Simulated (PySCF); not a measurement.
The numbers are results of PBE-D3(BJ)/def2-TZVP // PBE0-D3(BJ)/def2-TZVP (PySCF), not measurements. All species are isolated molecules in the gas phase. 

Reference species (SMILES): `[Al]([I])([I])[I]` (neutral, multiplicity 1).

```json
{
  "dipole_moment": "0.00 D",
  "HOMO–LUMO gap": "3.95 eV"
}
```

Changed species: `[AlH2][I]` (whole molecule; the reference has whole molecule).

### Question
What does the change do to the dipole moment and HOMO–LUMO gap?

### Answer
the dipole moment rises by 0.84 D, to 0.84 D; the HOMO–LUMO gap is nearly the same.
